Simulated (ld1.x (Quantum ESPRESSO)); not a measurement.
# Reading a pseudo-wave (S (Z = 16))

Columns: radius, all-electron u(r) and pseudo u(r) of the 3p shell (level -6.98 eV) of sulfur in the configuration [Ne] 3s2 3p4; PBEsol, scalar-relativistic, ultrasoft scheme, ld1.x (Quantum ESPRESSO) 7.5.

```tsv
r (bohr)	all-electron	pseudo
0.085	0.1311	-0.0076
0.170	0.2774	-0.0298
0.255	0.3307	-0.0656
0.340	0.3002	-0.1131
0.425	0.2152	-0.1698
0.510	0.1015	-0.2329
0.595	-0.0226	-0.2996
0.680	-0.1454	-0.3670
0.765	-0.2598	-0.4323
0.850	-0.3623	-0.4934
0.935	-0.4513	-0.5484
1.020	-0.5265	-0.5962
1.105	-0.5883	-0.6363
1.190	-0.6371	-0.6684
1.275	-0.6741	-0.6930
1.360	-0.7006	-0.7107
1.445	-0.7178	-0.7223
1.530	-0.7270	-0.7284
1.615	-0.7294	-0.7295
1.700	-0.7260	-0.7260
1.785	-0.7180	-0.7180
1.870	-0.7061	-0.7061
1.955	-0.6910	-0.6910
2.040	-0.6736	-0.6736
2.125	-0.6543	-0.6543
2.210	-0.6335	-0.6335
```

(1) How many radial nodes do the two functions have?

(2) At about which radius was the pseudo-wave matched?

(3) Where does each function peak?

(4) Is the pseudo-wave norm-conserving?

## Answers

(1) The all-electron 3p function has n − l − 1 = 1; the pseudo-wave has 0, since the states of the same l below it are removed with the core.

(2) 1.70 bohr, where the columns begin to agree (steps of 0.09 bohr).

(3) Outermost all-electron maximum near 1.61 bohr, pseudo maximum near 1.61 bohr (to the table’s step).

(4) No, it belongs to an ultrasoft set: the norm inside the radius is not constrained, and the difference is carried by the augmentation charge.
